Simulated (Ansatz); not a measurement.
```yaml
crystal:
  periodic: [false, false, false]
  atoms:
    - {symbol: C, position_ang: [-1.931709, 1.265123, 1.277392]}
    - {symbol: B, position_ang: [-0.418140, 1.544282, 1.112124]}
    - {symbol: Si, position_ang: [0.840667, 0.373265, 0.058594]}
    - {symbol: S, position_ang: [-0.249493, -1.227606, -0.836947]}
    - {symbol: C, position_ang: [1.087360, -2.090116, -1.709664]}
    - {symbol: H, position_ang: [-1.974475, 0.682933, 2.216355]}
    - {symbol: H, position_ang: [-2.389128, 0.635308, 0.512680]}
    - {symbol: H, position_ang: [-2.541943, 2.153005, 1.457792]}
    - {symbol: H, position_ang: [0.071426, 2.476428, 1.690798]}
    - {symbol: H, position_ang: [1.534435, 1.167961, -1.001375]}
    - {symbol: H, position_ang: [1.924238, -0.177299, 0.929482]}
    - {symbol: H, position_ang: [1.841462, -2.449485, -1.009376]}
    - {symbol: H, position_ang: [1.551746, -1.439056, -2.450497]}
    - {symbol: H, position_ang: [0.640553, -2.944043, -2.218458]}
basis:
  gaussian: {orbitals: 6-31G, nuclear_model: gaussian}
total_charge: -3
magnetization: {spin_polarized: true, initial_magnetization: 1}
hamiltonian: {xc: {name: wB97X}, pseudopotentials: {relativity: scalar}}
output: {forces: true}
```

```sh
$ ansatz run in.yaml --threads 4 --pin off --events-out ev --progress --plain --max-ram 10444MiB
```

It prints (some lines left out):

```
Functional definition: wB97X
951 factors; integrals over basis functions are off by at most 2.2e-4 eV
344 factors; integrals over basis functions are off by at most 4.2e-6 eV
mean field evaluation 1: about -21623.0196 eV, gradient 2.5e1 eV
mean field evaluation 2: about -21605.9318 eV, gradient 4.9e1 eV
mean field evaluation 4: about -21628.4484 eV, gradient 3.5e0 eV
mean field evaluation 8: about -21628.8619 eV, gradient 6.2e-1 eV
mean field evaluation 16: about -21628.9532 eV, gradient 7.2e-2 eV
mean field evaluation 32: about -21628.9538 eV, gradient 4.3e-4 eV
mean field -21628.95380663 eV, -794.8493917622 hartree, gradient 2.5e-5 eV, S^2 0.751933; 6 other end points of the search recorded, 0 dependent functions left out
reference -21628.95377985 eV, -794.8493907780 hartree; 30, 29 occupied and 41, 42 virtual orbitals, 951 factors
Total energy: -21628.95377985 eV, -794.8493907780 hartree
Relativity: scalar
Atom 0 at    -1.931709     1.265123     1.277392 Å, force    -0.332652    -0.985807     1.290075 eV/Å
Atom 1 at    -0.418140     1.544282     1.112124 Å, force     2.082773    -0.513809    -1.995582 eV/Å
Atom 2 at     0.840667     0.373265     0.058594 Å, force    -2.141989     4.259691     3.145417 eV/Å
Atom 3 at    -0.249493    -1.227606    -0.836947 Å, force    -3.263464    -1.797799    -0.543690 eV/Å
Atom 4 at     1.087360    -2.090116    -1.709664 Å, force     0.582869    -0.557831    -0.612560 eV/Å
Atom 5 at    -1.974475     0.682933     2.216355 Å, force    -1.375737    -0.326352     0.547509 eV/Å
Atom 6 at    -2.389128     0.635308     0.512680 Å, force    -0.256221    -0.235477    -0.500056 eV/Å
Atom 7 at    -2.541943     2.153005     1.457792 Å, force    -0.933355     0.866009    -0.017500 eV/Å
Atom 8 at     0.071426     2.476428     1.690798 Å, force     0.524579     0.891908     0.754043 eV/Å
Atom 9 at     1.534435     1.167961    -1.001375 Å, force     1.866260     0.000751    -1.280586 eV/Å
Atom 10 at     1.924238    -0.177299     0.929482 Å, force     2.097120    -0.639860     0.082318 eV/Å
Atom 11 at     1.841462    -2.449485    -1.009376 Å, force     0.948614    -0.353984     0.626820 eV/Å
Atom 12 at     1.551746    -1.439056    -2.450497 Å, force     0.670547     0.583818    -0.757250 eV/Å
Atom 13 at     0.640553    -2.944043    -2.218458 Å, force    -0.469344    -1.191256    -0.738957 eV/Å
Dipole moment:    -0.195807    -1.209315    -0.707859 e Å
```

Task: What is wrong with this run?

Result: The charge is far from anything that the molecule holds. Self-consistency was reached. The result belongs to that input, not to the molecule as meant.
